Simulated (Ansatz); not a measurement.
Zn₈H₂₂S₈. Charge 0, multiplicity 3. Geometry PBE-D4/def2-SVP, that of the neutral singlet; atoms count from 1.

```xyz
38

Zn   -3.754    2.880   -0.146
S    -1.697    3.041    2.580
S    -0.878    2.705   -0.654
Zn    1.490    2.336   -0.286
Zn   -1.035    0.599    2.810
S     1.115    0.776    1.678
S     2.265    0.564   -1.751
Zn    3.392   -2.003   -2.642
Zn    2.020   -1.485    1.741
S     4.189   -0.973    0.523
Zn   -2.271    0.896   -1.302
S    -2.076   -0.409    0.831
S    -1.190   -0.166   -3.093
Zn    0.792   -1.193   -2.369
Zn   -1.574   -2.735    0.826
S     0.557   -2.204   -0.090
H    -4.121    4.109   -1.043
H    -3.689    2.151    1.281
H    -0.768    3.405    3.535
H    -2.674    2.948    3.526
H    -0.831    3.349   -1.852
H     2.430    3.544    0.056
H    -1.277    0.017    4.239
H     1.852    1.345    2.672
H     2.273    1.234   -2.937
H     4.160   -1.545   -3.925
H     3.366   -2.667   -1.181
H     2.211   -2.354    3.024
H     4.678   -0.307    1.629
H     4.779   -2.135    0.925
H    -3.828    1.316   -1.325
H    -3.378   -0.293    1.212
H    -2.003   -1.229   -3.354
H    -2.328   -2.553   -1.579
H     1.549   -2.346   -3.206
H    -2.258   -4.014    1.359
H    -2.654   -3.213   -1.339
H     1.167   -3.389   -0.370
```

Single mean-field runs in def2-SVP are fitted with def2-universal-jkfit. In the triplet geometry the species has come apart into loosely held pieces. At PBE0-D4/def2-SVP a singlet of charge 0 lies 5.44 eV below the triplet at the same geometry.

Question: Estimate the Mulliken populations of the heavy atoms from the PBE0/def2-SVP orbitals of Ansatz.

Answer: 
```json
{"atom": "Zn1", "charge (e)": "0.37", "spin (α − β)": "0.03", "d electrons": "9.93"}
{"atom": "S2", "charge (e)": "-0.07", "spin (α − β)": "0.00", "d electrons": "–"}
{"atom": "S3", "charge (e)": "-0.38", "spin (α − β)": "0.07", "d electrons": "–"}
{"atom": "Zn4", "charge (e)": "0.43", "spin (α − β)": "0.06", "d electrons": "9.94"}
{"atom": "Zn5", "charge (e)": "0.39", "spin (α − β)": "0.04", "d electrons": "9.95"}
{"atom": "S6", "charge (e)": "-0.40", "spin (α − β)": "0.04", "d electrons": "–"}
{"atom": "S7", "charge (e)": "-0.38", "spin (α − β)": "0.07", "d electrons": "–"}
{"atom": "Zn8", "charge (e)": "0.37", "spin (α − β)": "0.04", "d electrons": "9.93"}
{"atom": "Zn9", "charge (e)": "0.38", "spin (α − β)": "0.05", "d electrons": "9.94"}
{"atom": "S10", "charge (e)": "-0.06", "spin (α − β)": "0.01", "d electrons": "–"}
{"atom": "Zn11", "charge (e)": "0.39", "spin (α − β)": "0.08", "d electrons": "9.94"}
{"atom": "S12", "charge (e)": "-0.38", "spin (α − β)": "0.03", "d electrons": "–"}
{"atom": "S13", "charge (e)": "-0.33", "spin (α − β)": "0.01", "d electrons": "–"}
{"atom": "Zn14", "charge (e)": "0.39", "spin (α − β)": "0.08", "d electrons": "9.94"}
{"atom": "Zn15", "charge (e)": "0.44", "spin (α − β)": "0.04", "d electrons": "9.94"}
{"atom": "S16", "charge (e)": "-0.37", "spin (α − β)": "0.05", "d electrons": "–"}
```
Mulliken values depend strongly on the basis.

Question: Where does the spin sit?

Answer: Summed by element: Zn 0.42, S 0.28, H 1.31, of 2 unpaired in all. Largest on single atoms: H17 0.18, H38 0.17, H32 0.16.

Question: And the Mayer bond orders between heavy atoms (over 0.3)?

Answer: S2–Zn5 0.36 (2.54 Å); S3–Zn4 0.47 (2.43 Å); S3–Zn11 0.51 (2.37 Å); Zn4–S6 0.35 (2.54 Å); Zn4–S7 0.46 (2.43 Å); Zn5–S6 0.44 (2.44 Å); Zn5–S12 0.42 (2.45 Å); S6–Zn9 0.44 (2.44 Å); S7–Zn14 0.53 (2.37 Å); Zn9–S10 0.37 (2.54 Å); Zn9–S16 0.43 (2.45 Å); Zn11–S12 0.38 (2.51 Å); Zn11–S13 0.58 (2.35 Å); S12–Zn15 0.51 (2.38 Å); S13–Zn14 0.58 (2.35 Å); Zn14–S16 0.38 (2.50 Å); Zn15–S16 0.50 (2.38 Å).
